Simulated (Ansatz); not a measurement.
`C[SiH](O)[SnH3]` + `[SiH3]/N=C\S` → `[SiH3]/N=[CH]\[SnH3]` + `C[SiH](O)S`  (redistribution)

Isolated molecules relaxed with PBE0-D4/def2-TZVP in Ansatz; ΔE leaves out vibrations. CCSD(T)/CBS adds triple-zeta CCSD(T) − MP2 to the extrapolated MP2 energy (def2 sets, frozen cores). Double bonds are as drawn, so ΔE can hold a change between cis and trans. Functionals use def2-TZVPP. B3LYP here is the variant with VWN-RPA as its local correlation; programs differ in this. Elements past krypton have def2 core potentials. For Sn outer-core shells are correlated without core-valence functions, which leaves a few kJ/mol of doubt a bond. Each species was taken in one conformer, which may not be the lowest.

```tsv
level	ΔE (kJ/mol)	difference from CCSD(T)/CBS
PBE-D4	-24.4	19.9
r2SCAN-D4	-31.9	12.4
B2PLYP	-38.7	5.6
PBE0	-29.9	14.4
B3LYP	-33.4	10.9
SCS-MP2/def2-TZVPP	-47.4	-3.1
CCSD/def2-TZVPP	-47.9	-3.6
CCSD(T)/def2-TZVPP	-46.4	-2.1
HF/def2-QZVPP	-51.2	-6.9
MP2/CBS(def2)	-43.4	0.9
CCSD(T)/CBS	-44.3	0
```

Largest T1 diagnostic among the species: 0.015.

From PBE to PBE0 (25 % exact exchange), in def2-TZVPP and without D4, ΔE moves by −6.5 kJ/mol. In def2-TZVPP, CCSD(T) changes the Hartree–Fock value by +4.7 kJ/mol (the triples alone add +1.5 kJ/mol) and MP2 by +5.6 kJ/mol.
